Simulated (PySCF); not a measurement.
**Excitation energy of Ti by level of theory**

Ti [Ar] 3d2 4s2 (3F) → Ti [Ar] 3d1 4s2 4p1 (high-spin determinant), as a difference of total energies. Computed with PySCF 2.14 in aug-cc-pVDZ, with no relativity, point nucleus. Correlated levels: valence: [Ar] frozen. The calculations carry no spin-orbit coupling.

```tsv
method	excitation energy (eV)
UHF	4.943
LDA	5.718
PBE	5.638
PBE0	5.505
r2SCAN	5.848
BLYP	5.751
BHandHLYP	5.492
wB97X-V	5.421
TPSSh	5.614
MP2 (valence)	4.845
SCS-MP2 (valence)	4.768
```

Task: How much does correlation contribute at MP2 (valence)?

Result: 4.845 − (4.943) = -0.098 eV, measured against UHF.

A first-order spin-orbit estimate (lowest level to lowest level, LS coupling) adds -0.006 eV.

The determinant of the upper state mixes LS terms, which raises its energy above the lowest term, most at the Hartree-Fock and MP2 levels.
